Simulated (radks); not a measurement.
Values are calculated unless marked as measured or tabulated.
Numerical settings for the terbium ion Tb18+, [Kr] 4d10 4f1. Code: a radial shooting solver on a logarithmic mesh with Libxc functionals. Model: Dirac Kohn-Sham, PBE, spin-unpolarised, spherical densities, finite nucleus; open shells are shared between the two j in proportion to 2j + 1; Fermi nuclear charge, rms radius 5.06 fm. The defaults (mesh step 0.008 in ln r, mesh end at 40 bohr or more with all orbitals vanishing there, Anderson mixing 0.5 over 9 steps, residual threshold near 1e-9 with the energy settled to 1e-9 hartree or 1e-11 of itself, here a cap of 97 iterations) give E = -11607.0162 hartree and 4f7/2 at -406.25 eV in 14 iterations. Run on one thread of a shared host, so times are rough (Arm Neoverse N1): 0.16 s of CPU time, 0.16 s wall, 14 iterations on 2189 mesh points. Changes against that run (0 stands for a change within the tolerance of the run):

[
 {"setting": "mesh step in ln r 0.05", "iterations": "14", "converged": "yes", "E (mhartree)": "-0.0951", "e(4f7/2) (meV)": "-0.0851", "CPU (s)": "0.04"},
 {"setting": "mesh step in ln r 0.005", "iterations": "14", "converged": "yes", "E (mhartree)": "0", "e(4f7/2) (meV)": "0", "CPU (s)": "0.24"},
 {"setting": "mesh step in ln r 0.02", "iterations": "14", "converged": "yes", "E (mhartree)": "+0.000425", "e(4f7/2) (meV)": "0", "CPU (s)": "0.08"},
 {"setting": "mesh end (bohr) 2", "iterations": "14", "converged": "yes", "E (mhartree)": "+3.19", "e(4f7/2) (meV)": "+75.8", "CPU (s)": "0.15"},
 {"setting": "mesh end (bohr) 5", "iterations": "14", "converged": "yes", "E (mhartree)": "0", "e(4f7/2) (meV)": "0", "CPU (s)": "0.15"},
 {"setting": "residual threshold 1e-16", "iterations": "97", "converged": "no", "E (mhartree)": "0", "e(4f7/2) (meV)": "0", "CPU (s)": "0.52"},
 {"setting": "residual threshold 1e-13", "iterations": "22", "converged": "yes", "E (mhartree)": "0", "e(4f7/2) (meV)": "0", "CPU (s)": "0.21"},
 {"setting": "mixing 2.5", "iterations": "16", "converged": "yes", "E (mhartree)": "0", "e(4f7/2) (meV)": "0", "CPU (s)": "0.18"},
 {"setting": "linear mixing, mixing 1", "iterations": "55", "converged": "yes", "E (mhartree)": "0", "e(4f7/2) (meV)": "0", "CPU (s)": "0.42"},
 {"setting": "linear mixing, mixing 0.05", "iterations": "97", "converged": "no", "E (mhartree)": "+0.0739", "e(4f7/2) (meV)": "-904", "CPU (s)": "0.89"},
 {"setting": "mixing history 2", "iterations": "17", "converged": "yes", "E (mhartree)": "0", "e(4f7/2) (meV)": "0", "CPU (s)": "0.17"},
 {"setting": "iteration cap 8", "iterations": "8", "converged": "no", "E (mhartree)": "0", "e(4f7/2) (meV)": "+0.323", "CPU (s)": "0.09"}
]

Settings that end as converged yet miss the energy by more than 1 mhartree: mesh end (bohr) 2 (+0.00319 hartree). A mesh that ends early acts as a hard wall.
